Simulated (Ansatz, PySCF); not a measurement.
Dimer: C2H3N (SMILES CC#N) (first 6 atoms) with CH5N (SMILES CN); geometry from B3LYP-D3(BJ)/def2-TZVP, rigid monomers moved along the line of their centres of mass till H5···N8 is 3.36 Å.
(charge 0, multiplicity 1):
```xyz
13

C      0.193     1.302     0.163
C     -0.637     0.109     0.142
N     -1.293    -0.836     0.162
H     -0.289     2.106    -0.394
H      0.324     1.602     1.205
H      1.164     1.094    -0.287
C      0.843    -0.637     4.513
N     -0.165     0.405     4.307
H      1.766    -0.182     4.877
H      1.062    -1.114     3.557
H      0.551    -1.425     5.218
H     -0.411     0.845     5.186
H     -1.014    -0.002     3.930
```

Monomers are frozen at their geometry in the pair; levels with a basis set take the counterpoise correction.

Correlated levels freeze the cores.

Codes used: Ansatz (Gaussian orbitals); PySCF for the dispersion terms. Each number belongs to the level named beside it.

PBE/def2-TZVPPD gives -2.14 kcal/mol for the interaction energy.

Where do these levels fall relative to PBE: PBE-D3(BJ)/def2-TZVPPD, r2SCAN/def2-TZVPPD, B3LYP/def2-TZVPPD, wB97M-V/def2-TZVPPD, MP2/aug-cc-pVDZ, CCSD(T)/aug-cc-pVDZ.

PBE-D3(BJ)/def2-TZVPPD -0.58; r2SCAN/def2-TZVPPD -0.02; B3LYP/def2-TZVPPD 0.42; wB97M-V/def2-TZVPPD -0.38; MP2/aug-cc-pVDZ -0.30; CCSD(T)/aug-cc-pVDZ -0.25 kcal/mol. 1 of 6 lie above PBE; the widest gap is to PBE-D3(BJ)/def2-TZVPPD.

Ansatz is an electronic-structure program.
